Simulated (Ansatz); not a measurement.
Relaxation of ClF4GeH (7 atoms, charge 0, multiplicity 1), to a largest force component of 0.03 eV/Å in at most 50 steps.

Computed with RKS PBE0/def2-SVP in Ansatz 0.2.0.

```xyz
7
Properties=species:S:1:pos:R:3
Ge -0.492 -0.002 -0.402
F 0.076 0.005 2.432
F 1.110 -0.005 0.163
F -0.605 1.397 -1.375
F -0.605 -1.395 -1.386
Cl -2.319 -0.003 0.796
H -0.754 0.003 2.834
```

Question: Where does it end, and by what steps?

Answer: The run converged. The force dipped under the threshold on the way, but the program's further checks kept it going. After 23 steps the energy has fallen by 0.311 eV; F4 moved furthest, 0.92 Å.

```
step  energy less start (eV)  largest force component (eV/Å)  accepted
   0                  0.0000                           0.919       yes
   1                 -0.0976                           0.360       yes
   2                 -0.1193                           0.451       yes
   3                 -0.1274                           1.010       yes
   4                 -0.1371                           0.660       yes
   5                 -0.1435                           0.109       yes
   6                 -0.1456                           0.025       yes
   7                 -0.1323                           1.103        no
   8                 -0.1460                           0.210       yes
   9                 -0.1468                           0.083       yes
  10                 -0.1492                           0.104       yes
  11                 -0.1401                           1.153        no
  12                 -0.1550                           0.050       yes
  13                 -0.1605                           0.288       yes
  14                 -0.1652                           0.809       yes
  15                 -0.1703                           0.720       yes
  16                 -0.2005                           0.396       yes
  17                 -0.2263                           0.755       yes
  18                 -0.2629                           0.429       yes
  19                 -0.2798                           0.791       yes
  20                 -0.3074                           0.169       yes
  21                 -0.3089                           0.132       yes
  22                 -0.3111                           0.044       yes
  23                 -0.3114                           0.008       yes
```

```xyz
7
Properties=species:S:1:pos:R:3
Ge -0.496 -0.189 -0.305
F -0.029 0.764 2.115
F 0.990 -0.864 0.181
F -0.426 1.503 -0.479
F -0.740 -0.776 -1.892
Cl -2.148 -0.865 0.840
H -0.741 0.426 2.601
```

Whether the end is a true minimum wasn't checked by a vibrational analysis.

Time of the run: 96 s on 2 threads of Intel(R) Xeon(R) Platinum 8175M CPU @ 2.50GHz (Skylake/Cascade Lake), with other jobs on the host, peak memory 0.29 GiB.
